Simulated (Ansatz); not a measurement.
`BSC(=C)[SiH3]` and `C=C([SiH3])CF` differ in one atom or group.

Ansatz, PBE0-D4/def2-TZVP geometries, multiplicity 1. Each molecule was computed in one conformer, which needn't be the lowest.

```
                                          property  `BSC(=C)[SiH3]`
size of the dipole moment (ωB97M-V/def2-TZVPP) / D             1.18
                HOMO energy (PBE0/def2-TZVPP) / eV            -7.40
             HOMO energy (ωB97M-V/def2-TZVPP) / eV            -9.48
  size of the dipole moment (B3LYP/def2-TZVPP) / D             1.20
             HOMO–LUMO gap (B3LYP/def2-TZVPP) / eV             5.51
    size of the dipole moment (PBE/def2-TZVPP) / D             1.29
```

Problem. Give the same properties after the change, and the shifts. (Estimate.)

Solution. The calculation gave: 
```
                                          property  `C=C([SiH3])CF`  shift
size of the dipole moment (ωB97M-V/def2-TZVPP) / D             1.04  -0.14
                HOMO energy (PBE0/def2-TZVPP) / eV            -7.86  -0.46
             HOMO energy (ωB97M-V/def2-TZVPP) / eV           -10.09  -0.61
  size of the dipole moment (B3LYP/def2-TZVPP) / D             1.06  -0.14
             HOMO–LUMO gap (B3LYP/def2-TZVPP) / eV             6.98   1.47
    size of the dipole moment (PBE/def2-TZVPP) / D             0.92  -0.37
```

With PBE0 the HOMO falls by 0.46 eV and the LUMO rises by 1.04 eV, so the gap widens by about 1.50 eV. PBE moves the HOMO by -0.30 eV and ωB97M-V by -0.61 eV. Dipoles are sizes alone; their direction can turn.

B3LYP here is the variant with VWN-RPA as its local correlation; programs differ in this.
